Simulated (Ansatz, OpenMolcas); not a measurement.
## Computed against measured: atomisation enthalpy at 298 K

7 molecules; the atomisation enthalpy at 298 K in kJ/mol, computed less measured. Shapes, held fixed at every level: PBE0-D4/def2-TZVP. Flexible molecules stand in one conformer, not always the lowest. Thermal terms are harmonic and unscaled (PBE0-D4/def2-TZVP); the spin-orbit lowering of the free atoms is taken from their spectra. Programs: Ansatz 0.2.0, OpenMolcas 26.06. Measured values: Active Thermochemical Tables, CRC Handbook of Chemistry and Physics, NIST-JANAF tables.

Levels: A = PBE0/def2-TZVP; B = r2SCAN0-D4/def2-TZVPP; C = wB97M-V/def2-TZVP; D = RPA@PBE0/def2-TZVP; E = CCSD(T)/STO-3G.

| molecule | from tabulated heats | A | B | C | D | E |
| --- | --- | --- | --- | --- | --- | --- |
| IBr (iodine monobromide) | 178 | -11 | -25 | -25 | -46 | -28 |
| ICl (iodine monochloride) | 211 | -12 | -29 | -17 | -51 | -56 |
| OCS (carbonyl sulfide) | 1381 | +17 | -40 | +13 | -105 | -243 |
| SF2 (sulfur difluoride) | 732 | -20 | -65 | +8 | -95 | -366 |
| CHNS (isothiocyanic acid) | 1557 | +20 | -46 | +11 | -136 | -306 |
| N2H3 (SMILES [NH]N) | 1374 | +10 | -42 | +14 | -127 | -377 |
| C2H4 (ethylene) | 2253 | -5 | -30 | -6 | -139 | +80 |

Q: Which level does best on this set, which worst, and which err to one side?

A: 
```
                level                    kind  mean error  mean absolute error  worst case
       PBE0/def2-TZVP           global hybrid        -0.1                 13.6         SF2
r2SCAN0-D4/def2-TZVPP           global hybrid       -39.6                 39.6         SF2
    wB97M-V/def2-TZVP  range-separated hybrid        -0.3                 13.4         IBr
   RPA@PBE0/def2-TZVP                     RPA       -99.9                 99.9        C2H4
       CCSD(T)/STO-3G   coupled cluster or CI      -185.1                208.0        N2H3
```

On this set wB97M-V/def2-TZVP has the smallest mean absolute error and CCSD(T)/STO-3G the largest. r2SCAN0-D4/def2-TZVPP is too low in 7 of 7; RPA@PBE0/def2-TZVP is too low in 7 of 7; CCSD(T)/STO-3G is too low in 6 of 7. The heats of SF2 (sulfur difluoride) come from older tables and can be uncertain by 10 kJ/mol or more. The molecules' own spin-orbit lowering is left out, so errors for iodides read a little too negative. Heats of the atoms come from ATcT where it has them. The levels differ in basis as well as in method. The smallest two are near a tie. For RPA@PBE0/def2-TZVP the error tends to grow with the atomisation enthalpy. Correlated wave functions converge slowly with the basis. Open shells run unrestricted. For atoms past krypton def2 sets carry core potentials with scalar relativity. All-electron rows are non-relativistic unless named. Relativity is left out for Br. Outer-core shells of Br, I are correlated, in sets that cover them unevenly. The set is small.
